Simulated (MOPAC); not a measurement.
Job for MOPAC: AM1 on H4PbSSi (SMILES [SiH3][Pb][SH]), a point of a torsion scan.

```
AM1 1SCF PRECISE CHARGE=0 THREADS=1
H4PbSSi

Si    -1.34640621 1    -0.15529490 1    -0.05799068 1
Pb     0.98467259 1     1.16912137 1    -0.04199369 1
S      1.59556309 1     0.42413213 1    -2.37022748 1
H     -1.47524788 1    -1.23583872 1    -1.02871060 1
H     -2.50806563 1     0.70548066 1    -0.30524422 1
H     -1.66225987 1    -0.78548633 1     1.23089879 1
H      2.76462526 1     1.03521986 1    -2.50165600 1
```

Output:

```
*******************************************************************************
 **                                                                           **
 **                              MOPAC v23.2.5                                **
 **                                                                           **
 *******************************************************************************
 ** MOPAC's Digital Object Identifier: https://doi.org/10.5281/zenodo.6511958 **
 **                                                                           **
 ** Please cite the open-source release paper for use of this MOPAC version:  **
 ** J. E. Moussa and J. J. P. Stewart (2026)                                  **
 ** MOPAC: An open-source semiempirical molecular orbital program             **
 ** J. Open Source Softw., 11(119), 8025, https://doi.org/10.21105/joss.08025 **
 *******************************************************************************

                              AM1 CALCULATION RESULTS

 *******************************************************************************
 *  AM1        - The AM1 Hamiltonian to be used
 *
 *
 *
 *                 CHARGE ON SYSTEM = 0
 *
 *
 *
 *  PRECISE    - TIGHTER CRITERIA TO BE USED
 *  1SCF       - DO 1 SCF AND THEN STOP
 *  THREADS=1  - MULTI-THREADING NOT USED
 *  T=         - A TIME OF 172800.0 SECONDS REQUESTED
 *  DUMP=N     - RESTART FILE WRITTEN EVERY 7200.0 SECONDS REQUESTED
 *******************************************************************************
AM1 1SCF PRECISE CHARGE=0 THREADS=1
 H4PbSSi

   ATOM   CHEMICAL          X               Y               Z
  NUMBER   SYMBOL      (ANGSTROMS)     (ANGSTROMS)     (ANGSTROMS)

     1      Si         -1.34640621  *  -0.15529490  *  -0.05799068  *
     2      Pb          0.98467259  *   1.16912137  *  -0.04199369  *
     3       S          1.59556309  *   0.42413213  *  -2.37022748  *
     4       H         -1.47524788  *  -1.23583872  *  -1.02871060  *
     5       H         -2.50806563  *   0.70548066  *  -0.30524422  *
     6       H         -1.66225987  *  -0.78548633  *   1.23089879  *
     7       H          2.76462526  *   1.03521986  *  -2.50165600  *



          CARTESIAN COORDINATES

    NO.       ATOM           X           Y           Z

     1        Si         -1.3464     -0.1553     -0.0580
     2        Pb          0.9847      1.1691     -0.0420
     3         S          1.5956      0.4241     -2.3702
     4         H         -1.4752     -1.2358     -1.0287
     5         H         -2.5081      0.7055     -0.3052
     6         H         -1.6623     -0.7855      1.2309
     7         H          2.7646      1.0352     -2.5017

  H: (AM1): M.J.S. DEWAR ET AL, J. AM. CHEM. SOC. 107 3902-3909 (1985)
 Si: (AM1): M.J.S.DEWAR, C. JIE, ORGANOMETALLICS, 6, 1486-1490 (1987).
  S: (AM1): M.J.S. DEWAR, Y-C YUAN, INORGANIC CHEMISTRY, 29, 3881:3890,  (1990)
 Pb: (AM1): J. J. P. STEWART, J. MOL. MOD., 10, 155-164 (2004)

           Empirical Formula: H4 Si Pb S  =     7 atoms



      MOLECULAR POINT GROUP   :   C1


      RHF CALCULATION, NO. OF DOUBLY OCCUPIED LEVELS = 9


 -------------------------------------------------------------------------------
 AM1 1SCF PRECISE CHARGE=0 THREADS=1
 H4PbSSi



     1SCF WAS SPECIFIED, SO BFGS WAS NOT USED
     SCF FIELD WAS ACHIEVED


                              AM1 CALCULATION
                                                       MOPAC v23.2.5 Linux




          FINAL HEAT OF FORMATION =         32.71839 KCAL/MOL =     136.89376 KJ/MOL


          COSMO AREA              =        142.26 SQUARE ANGSTROMS
          COSMO VOLUME            =        138.38 CUBIC ANGSTROMS

          IONIZATION POTENTIAL    =          8.905285 EV
          HOMO LUMO ENERGIES (EV) =         -8.905 -2.178
          NO. OF FILLED LEVELS    =          9
          MOLECULAR WEIGHT        =        271.3771         POINT GROUP:  C1

          MOLECULAR DIMENSIONS (Angstroms)

            Atom       Atom       Distance
            H     7    H     6     6.06995
           Pb     2    H     4     3.02748
            H     5    H     6     2.11077


          SCF CALCULATIONS        =          1





   ATOM   CHEMICAL          X               Y               Z
  NUMBER   SYMBOL      (ANGSTROMS)     (ANGSTROMS)     (ANGSTROMS)

     1      Si         -1.34640621  *  -0.15529490  *  -0.05799068  *
     2      Pb          0.98467259  *   1.16912137  *  -0.04199369  *
     3       S          1.59556309  *   0.42413213  *  -2.37022748  *
     4       H         -1.47524788  *  -1.23583872  *  -1.02871060  *
     5       H         -2.50806563  *   0.70548066  *  -0.30524422  *
     6       H         -1.66225987  *  -0.78548633  *   1.23089879  *
     7       H          2.76462526  *   1.03521986  *  -2.50165600  *

                             CARTESIAN COORDINATES

   1   Si       -1.346406210    -0.155294900    -0.057990680
   2   Pb        0.984672590     1.169121370    -0.041993690
   3    S        1.595563090     0.424132130    -2.370227480
   4    H       -1.475247880    -1.235838720    -1.028710600
   5    H       -2.508065630     0.705480660    -0.305244220
   6    H       -1.662259870    -0.785486330     1.230898790
   7    H        2.764625260     1.035219860    -2.501656000


           Empirical Formula: H4 Si Pb S  =     7 atoms



      MOLECULAR POINT GROUP   :   C1


                  EIGENVALUES
 -19.73029 -17.82683 -15.12759 -13.43286 -11.97387 -11.89223 -10.37156 -10.04620
  -8.90529  -2.17787  -2.17500  -1.21251   1.45796   1.67116   1.80858   2.85568


              NET ATOMIC CHARGES AND DIPOLE CONTRIBUTIONS

  ATOM NO.   TYPE          CHARGE      No. of ELECS.   s-Pop       p-Pop
    1         Si           0.039782        3.9602     0.90034     3.05988
    2         Pb           0.462329        3.5377     1.92460     1.61307
    3          S          -0.349475        6.3495     1.91196     4.43751
    4          H          -0.075421        1.0754     1.07542
    5          H          -0.082889        1.0829     1.08289
    6          H          -0.084886        1.0849     1.08489
    7          H           0.090560        0.9094     0.90944
 DIPOLE           X         Y         Z       TOTAL
 POINT-CHG.     2.664     2.792     2.778     4.755
 HYBRID        -0.770    -0.903    -1.071     1.598
 SUM            1.894     1.889     1.708     3.174


          ATOMIC ORBITAL ELECTRON POPULATIONS

     Atom    s        px        py        pz
    1 Si   0.90034   1.12955   0.99802   0.93231
    2 Pb   1.92460   0.65347   0.42503   0.53458
    3  S   1.91196   1.28944   1.60431   1.54376
    4  H   1.07542
    5  H   1.08289
    6  H   1.08489
    7  H   0.90944

 **********************
 *                    *
 * JOB ENDED NORMALLY *
 *                    *
 **********************




 == MOPAC DONE ==
```

The run finished.

Cost: very roughly 0.020 core-seconds.
